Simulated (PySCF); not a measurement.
Ge₂ and its ions

UHF; PySCF, no relativity, basis sets Ge def2-TZVPPD. Neutral (UHF): triplet (π ↑↑), Re = 2.351 Å, ωe = 327 cm⁻¹, De = 1.39 eV, HOMO -7.58 eV, LUMO -0.02 eV.

Ge₂⁺ (UHF): quartet (σ ↑, π ↑↑), Re = 2.404 Å, ωe = 279 cm⁻¹, De = 2.02 eV to Ge⁺ + Ge. The energies at the minima are -4150.69362 hartree for Ge2 and -4150.44363 for Ge₂⁺.

**Question.** Work out the adiabatic ionisation energy, without and with harmonic zero-point energies (1 hartree = 27.2114 eV, 1 eV = 8065.5 cm⁻¹), and the change of the bond length.

**Answer.** At UHF: 0.24999 hartree = 6.803 eV between the minima; the zero-point term (279.0 − 327.0)/2 cm⁻¹ = -0.003 eV makes it 6.800 eV. Re changes by +5.3 pm against the neutral. The electron leaves a σ orbital, and the longer bond of the ion fits a bonding orbital, or a change in how ionic the bond is.

Ge₂⁻ (UHF): doublet (π ↑), Re = 2.258 Å, ωe = 363 cm⁻¹. The energies at the minima are -4150.69362 hartree for Ge2 and -4150.71760 for Ge₂⁻.

**Question.** Work out the adiabatic electron affinity, without and with harmonic zero-point energies (1 hartree = 27.2114 eV, 1 eV = 8065.5 cm⁻¹), and the change of the bond length.

**Answer.** At UHF: 0.02398 hartree = 0.653 eV between the minima; the zero-point term (327.0 − 363.0)/2 cm⁻¹ = -0.002 eV makes it 0.650 eV. Re changes by -9.3 pm against the neutral. The electron enters a π orbital, and the shorter bond of the ion fits a bonding orbital, or a change in how ionic the bond is.

Spin–orbit coupling is left out. Hartree–Fock leaves out correlation, which carries a large part of most bond energies and some tenths to 1 eV of ionisation energies. States were picked by a PBE0 search and need not be the measured ground states.
